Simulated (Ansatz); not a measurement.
[Al(OH)4]- (AlO4H4⁻). The state is a singlet with charge -1. Geometry r2SCAN-D4/def2-SVPD.

```tsv
atom	x (Å)	y (Å)	z (Å)
Al1	0.000	0.000	0.000
O2	-0.487	-1.166	1.266
H3	-0.303	-0.842	2.152
O4	0.424	-0.993	-1.425
H5	0.693	-1.884	-1.184
O6	1.290	0.994	0.739
H7	1.317	1.885	0.379
O8	-1.227	1.165	-0.579
H9	-1.706	0.841	-1.347
```

B3LYP takes the VWN-RPA correlation.

Question: Estimate the orbital energies around the gap (eV) in Ansatz with revPBE-D4/def2-TZVPD, B3LYP-D4/def2-TZVPD, PBE0-D4/def2-SVPD, PBE0-D4/def2-TZVPD, r2SCAN0-D4/def2-TZVPD.

Answer: 
```
orbital  revPBE-D4/def2-TZVPD  B3LYP-D4/def2-TZVPD  PBE0-D4/def2-SVPD  PBE0-D4/def2-TZVPD  r2SCAN0-D4/def2-TZVPD
HOMO−13                -18.39               -20.75             -21.07              -21.36                 -22.22
HOMO−12                -18.29               -20.65             -20.95              -21.26                 -22.12
HOMO−11                 -6.62                -8.16              -8.55               -8.44                  -8.68
HOMO−10                 -6.01                -7.52              -7.86               -7.79                  -8.07
 HOMO−9                 -5.94                -7.44              -7.79               -7.72                  -7.99
 HOMO−8                 -5.94                -7.44              -7.79               -7.72                  -7.99
 HOMO−7                 -2.85                -4.36              -4.66               -4.63                  -4.89
 HOMO−6                 -2.62                -4.14              -4.50               -4.41                  -4.66
 HOMO−5                 -2.37                -3.87              -4.20               -4.12                  -4.37
 HOMO−4                 -2.37                -3.87              -4.20               -4.12                  -4.37
 HOMO−3                 -1.83                -3.34              -3.65               -3.58                  -3.84
 HOMO−2                 -1.75                -3.23              -3.53               -3.46                  -3.71
 HOMO−1                 -1.34                -2.81              -3.12               -3.05                  -3.30
   HOMO                 -1.34                -2.81              -3.11               -3.05                  -3.30
   LUMO                  2.83                 3.16               3.68                3.40                   3.73
 LUMO+1                  3.79                 4.14               5.18                4.39                   4.77
 LUMO+2                  3.79                 4.14               5.18                4.39                   4.77
 LUMO+3                  4.04                 4.39               5.49                4.65                   5.03
 LUMO+4                  4.81                 5.15               6.27                5.34                   5.67
 LUMO+5                  4.85                 5.21               6.37                5.38                   5.71
```
